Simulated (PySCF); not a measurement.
C5H12OSi2.
Numbering: `[CH2:1]=[C:2]([CH3:3])[Si@H:4]1[CH2:5][CH2:6][SiH2:7][O:8]1` (hydrogens: H9, H10 on C1; H11, H12, H13 on C3; H14 on Si4; H15, H16 on C5; H17, H18 on C6; H19, H20 on Si7)

The closed-shell ground state was solved at several levels (PySCF, density fitting, gas phase, non-relativistic). The structure is a single PBE0-D3(BJ)/def2-SVP conformer in the gas phase; no vibrational or solvent corrections.

| level | basis functions | total energy (Eh) | HOMO (eV) | LUMO (eV) | gap (eV) | dipole (D) |
| --- | --- | --- | --- | --- | --- | --- |
| B3LYP/def2-SVPD | 267 | -851.7163 | -7.21 | -0.40 | 6.81 | 1.81 |
| PBE0/pcSseg-1 | 210 | -851.4169 | -7.42 | -0.11 | 7.31 | 1.84 |

**Question.** What might mPW1PW91/pcSseg-1 (210 basis functions) give for the same quantities?

**Answer.** Total energy -851.9427 Eh, HOMO -7.44 eV, LUMO -0.11 eV, gap 7.33 eV, dipole 1.84 D.

**Question.** Over all these levels, which gives the widest orbital gap and which the narrowest?

**Answer.** mPW1PW91/pcSseg-1 (global hybrid, 25 % exact exchange) has the widest, 7.33 eV, and B3LYP/def2-SVPD (global hybrid, 20 % exact exchange) the narrowest, 6.81 eV. Functional and basis both differ between the two, so the spread mixes both effects.

**Question.** How far do the dipole and the HOMO energy spread over the levels?

**Answer.** The dipole runs from 1.81 to 1.84 D (mean 1.83 D) and the HOMO from -7.44 to -7.21 eV.
